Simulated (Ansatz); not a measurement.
Basis sets compared for Mo(NH)2Cl2 (MoN2Cl2H2). Charge 0, multiplicity 1. Geometry PBE-D4/def2-SVP. Ansatz on 4 threads of Intel Xeon Platinum 8259CL on a shared host; times are rough, and most runs start from earlier orbitals.

```
atom   x (Å)   y (Å)   z (Å)
 Mo1  -0.280   0.350  -0.199
  N2  -0.301  -1.326  -0.635
  H3   0.012  -2.302  -0.558
  N4   0.889   0.591   1.056
  H5   1.611   0.270   1.714
 Cl6  -2.343   0.875   0.656
 Cl7   0.412   1.542  -2.034
```

In the def2 sets Mo takes a core potential; there is no spin–orbit coupling. The restricted singlet is unstable towards broken spin symmetry in Hartree–Fock (as tested in another run); at PBE-D4/def2-SVP, PBE0-D4/def2-SVP, PBE0-D4/def2-TZVP this wasn't settled.

Binding counts from free atoms (Mo septet, N quartet, H doublet, Cl doublet) in the same basis, without a counterpoise term.

```tsv
level	functions	energy (Eh)	HOMO (eV)	LUMO (eV)	binding per atom (eV)	wall time
PBE-D4/def2-SVP	105	-1098.6309	-6.93	-3.41	3.91	1.5 s
PBE0-D4/def2-SVP	105	-1098.6317	-8.34	-2.78	3.55	2.4 s
```

Estimate the rows for PBE-D4/def2-TZVP, PBE0-D4/def2-TZVP (with forces).


| level | functions | energy (Eh) | HOMO (eV) | LUMO (eV) | binding per atom (eV) | wall time |
| --- | --- | --- | --- | --- | --- | --- |
| PBE-D4/def2-TZVP | 188 | -1099.0989 | -7.07 | -3.59 | 3.87 | 2.7 s |
| PBE0-D4/def2-TZVP (with forces) | 188 | -1099.0967 | -8.41 | -2.91 | 3.53 | 5.5 s |
